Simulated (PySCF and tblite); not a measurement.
Values are calculated unless marked as measured or tabulated.
Stationary points of C7H9 (charge +1) at PBE0-D3(BJ)/def2-SVP, in Å:

Structure A

```
 1 C     0.053   -0.757   -1.693
 2 C    -0.037    0.402   -0.752
 3 C     0.591    0.424    0.474
 4 C     0.489    1.568    1.377
 5 C    -0.309    2.709    0.942
 6 C    -0.934    2.686   -0.277
 7 C    -0.794    1.550   -1.098
 8 H     0.478   -0.444   -2.659
 9 H     0.681   -1.560   -1.286
10 H    -0.947   -1.173   -1.894
11 H     1.190   -0.432    0.801
12 H     0.134    1.225    2.378
13 H     1.510    1.914    1.663
14 H    -0.396    3.575    1.606
15 H    -1.536    3.530   -0.620
16 H    -1.302    1.554   -2.069
```

Structure B

```
 1 C    -0.027   -0.787   -1.661
 2 C    -0.033    0.371   -0.745
 3 C     0.465    0.230    0.581
 4 C     0.436    1.285    1.445
 5 C    -0.101    2.585    1.039
 6 C    -0.601    2.686   -0.333
 7 C    -0.563    1.618   -1.181
 8 H     0.014   -0.486   -2.716
 9 H     0.779   -1.498   -1.430
10 H    -0.982   -1.333   -1.521
11 H     0.872   -0.734    0.895
12 H     0.820    1.177    2.464
13 H     0.653    3.382    1.227
14 H    -0.897    2.900    1.751
15 H    -1.007    3.645   -0.669
16 H    -0.935    1.707   -2.204
```

Structure C

```
 1 C     0.136   -1.797   -1.489
 2 C     0.016   -0.666   -0.524
 3 C     0.558   -0.733    0.752
 4 C     0.438    0.358    1.651
 5 C    -0.271    1.544    1.243
 6 C    -0.810    1.602   -0.059
 7 C    -0.669    0.521   -0.906
 8 H     0.758   -1.499   -2.349
 9 H     0.587   -2.684   -1.029
10 H    -0.853   -2.070   -1.889
11 H     1.079   -1.632    1.087
12 H     0.793    0.278    2.682
13 H     1.073    1.340    1.165
14 H    -0.389    2.366    1.954
15 H    -1.347    2.498   -0.378
16 H    -1.099    0.576   -1.910
```

Geometries: PBE0-D3(BJ)/def2-SVP; energies: PBE0/pcSseg-1 + D3(BJ); zero-point and thermal terms from GFN2-xTB harmonic modes (soft modes blended into free rotors).

Task: Which structure is a saddle point, and along which motion?

Result: C: one imaginary mode (738i cm⁻¹ at GFN2-xTB, mostly on H13, C5, C4), along the shift of hydrogen on C5 from C5 to C4.

Task: Give their symmetry and energies above the lowest.

Result: A Cs, 5.3 kcal/mol; B Cs, 0.0 kcal/mol; C C1, 14.8 kcal/mol.

Tunnelling of the moving H, left out here, will speed the real process. The ion is treated without a counter-ion.
